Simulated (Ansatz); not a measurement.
Ideal-gas functions of `[O]=[Nb]([OH])([OH])[Cl]` at 500 K and 1 bar, from an Ansatz frequency run at PBE0-D4/def2-TZVP.

Molar mass 178.37 g/mol, point group Cs (symmetry number 1), electronic degeneracy 1, moments of inertia 151.038, 261.907, 283.833 u Å². Harmonic wavenumbers (cm⁻¹, unscaled): 142, 164, 201, 224, 237, 380, 387, 431, 535, 554, 736, 750, 1048, 3915, 3920.

Use S(trans) = R[1.5 ln M + 2.5 ln T − 1.1517]; rotational temperatures θ = 24.2544 K / I; S(rot) = R[ln(√π/σ · √(T³/θAθBθC)) + 1.5]; for each mode x = 1.438777 ν̃/T, S = R[x/(eˣ − 1) − ln(1 − e⁻ˣ)] and H = RT x/(eˣ − 1); 1 cm⁻¹ = 0.0119627 kJ/mol; R = 8.31446 J/(mol·K).

**Question.** By hand: the entropy, in J/(mol·K).

**Answer.** Translation 184.3. Rotation: θ = 0.1606, 0.0926, 0.0855 K, giving 122.5. Vibration, mode by mode: 15.81, 14.63, 12.98, 12.11, 11.66, 7.97, 7.84, 7.04, 5.50, 5.27, 3.47, 3.36, 1.71, 0.00, 0.00, in all 109.4. Electronic 0.0. Sum 416.2 J/(mol·K).

**Question.** By hand: H − E and G − E in kJ/mol, counted from the electronic energy.

**Answer.** Zero-point energy ½ × 13624 × 0.0119627 = 81.5; thermal vibration 28.7; translation, rotation and pV give 4 RT = 16.6. H − E = 126.8 kJ/mol, and G − E = 126.8 − 500 × 416.2/1000 = -81.3 kJ/mol.

Vibration gives 26 % of the entropy, 15.8 J/(mol·K) of it from the mode under 150 cm⁻¹: soft modes count most, and the harmonic formula is weakest for them. The sum counts one conformer and one mirror image; others add a mixing term.
